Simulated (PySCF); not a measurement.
Run record: geometry optimisation, `[O]=[Mo](=[O])([OH])[OH]` (MoO2(OH)2).

Method: PBE0-D3(BJ)/def2-SVP geometry optimisation, gas phase, def2 core potentials past Kr (PySCF 2.14.0). Start geometry: GFN2-xTB. A driver script takes a list of jobs; this job's settings line and coordinates (Å) are shown.

Command:
```bash
OMP_NUM_THREADS=1 python probes_run.py task.json out
```

Input:
```
{"job": {"xc": "PBE0", "basis": "def2-SVP", "d3": "d3bj", "grid": 1, "maxiter": 40, "shake": 0.03, "kind": "geom"}, "charge": 0, "multiplicity": 1}
Mo     0.370930     0.002070     0.253620
O      0.186450     0.363300     1.846940
O      1.819120     0.139550    -0.265180
O     -0.504560     1.315620    -0.636630
H     -0.986400     2.086670    -1.045040
O     -0.322930    -1.523580    -0.087300
H     -0.470740    -2.485630    -0.134970
```

Output:
```
step   0  E = -369.83834048  max force = 0.212031
step   1  E = -369.88480514  max force = 0.026029
step   2  E = -369.88638705  max force = 0.011589
step   3  E = -369.88698861  max force = 0.005234
step   4  E = -369.88962157  max force = 0.032064
step   5  E = -369.89081857  max force = 0.032808
step   6  E = -369.89246270  max force = 0.003901
step   7  E = -369.89268636  max force = 0.002565
step   8  E = -369.89277407  max force = 0.002810
step   9  E = -369.89284249  max force = 0.001721
... (7 lines left out)
step  17  E = -369.89285193  max force = 0.005440
step  18  E = -369.89403308  max force = 0.001808
step  19  E = -369.89407415  max force = 0.000563
step  20  E = -369.89414501  max force = 0.000884
step  21  E = -369.89417697  max force = 0.000656
step  22  E = -369.89418975  max force = 0.000593
step  23  E = -369.89420981  max force = 0.000522
step  24  E = -369.89422077  max force = 0.000592
step  25  E = -369.89424806  max force = 0.000620
step  26  E = -369.89426086  max force = 0.000444
optimisation converged
```

Energies in Eh; «max force» is the largest Cartesian gradient component in Eh/bohr.

**Question.** At which steps does the energy rise by more than 1e-5 Eh?

**Answer.** At step 17 (+0.93 mEh).

**Question.** How much energy does the optimisation release, in eV?

**Answer.** E(step 0) − E(last step) = 0.055920 Eh, which is 1.522 eV.

In short: final energy -369.89426 Eh after 26 steps; dipole 2.63 D.

**Question.** Give the final coordinates.

**Answer.** 0.291 Å rms from the input after alignment:
```
atom  x, y, z in Å
Mo1    0.2599    0.0793    0.2523
O2    -0.0922    0.6965    1.7675
O3     1.9202   -0.0471    0.0895
O4    -0.3883    1.2193   -1.0756
H5    -0.9992    1.9546   -0.9463
O6    -0.5209   -1.6073    0.0945
H7    -0.0877   -2.3972   -0.2504
```

**Question.** Estimate the wall time. Hardware: Intel Xeon Platinum 8488C, one thread, on a shared host. And the peak memory of the process?

**Answer.** About 2.3 min, with 0.39 GiB resident at the peak, the Python interpreter and its libraries included.
Labels such as C1 count atoms from 1, the log's own numbers from 0.
